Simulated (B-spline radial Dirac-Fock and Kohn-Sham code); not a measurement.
Pm³⁺: eigenvalues, ΔSCF and the reference

System: promethium as Pm³⁺ in the configuration [Xe] 4f2 6s2 (not the ground configuration).

The density-functional columns are spherical, spin-unpolarised Dirac-Kohn-Sham results without Breit or QED terms: −ε is minus the orbital energy of the initial state and ΔSCF the difference of two total energies. The reference in the last column comes from multi-electron Dirac-Fock with separately optimised hole states, Breit and Lamb-shift corrections added in first order. All numbers are from a radial atomic solver, in eV; a selection of levels is shown. The Kohn-Sham columns are given as differences from the reference. For the 1s level of heavy atoms much of the gap between ΔSCF and the reference is the Breit and QED part, -184.2 eV here; for other levels the error of the functional can be larger.

| level | LDA −ε − DF | LDA ΔSCF − DF | Dirac-Fock |
| --- | --- | --- | --- |
| K (1s) | -262.6 | +170.7 | 45246.5 |
| L1 (2s) | -141.0 | -59.9 | 7500.2 |
| L2 (2p1/2) | -105.0 | -3.4 | 7079.9 |
| L3 (2p3/2) | -111.1 | -18.5 | 6526.6 |
| M1 (3s) | -72.5 | -44.6 | 1723.9 |
| M2 (3p1/2) | -58.2 | -29.0 | 1544.4 |
| M3 (3p3/2) | -57.3 | -29.6 | 1431.1 |
| M4 (3d3/2) | -37.3 | -5.7 | 1122.7 |
| M5 (3d5/2) | -37.9 | -6.8 | 1098.9 |
| N1 (4s) | -35.1 | -21.7 | 407.7 |
| N2 (4p1/2) | -27.6 | -14.4 | 337.1 |
| N3 (4p3/2) | -27.6 | -14.8 | 311.8 |
| N4 (4d3/2) | -13.7 | -1.4 | 193.5 |
| N5 (4d5/2) | -13.7 | -1.6 | 189.0 |
| N6,7 (4f) | -8.2 | +2.6 | 61.19 |
| O1 (5s) | -10.8 | -3.4 | 93.89 |
| O2 (5p1/2) | -5.7 | +1.2 | 69.76 |
| O3 (5p3/2) | -5.7 | +1.0 | 65.33 |
| P1 (6s) | -1.4 | +2.2 | 27.81 |

Values without a named source are computed, but for edge energies of neutral atoms, which are taken from tables.
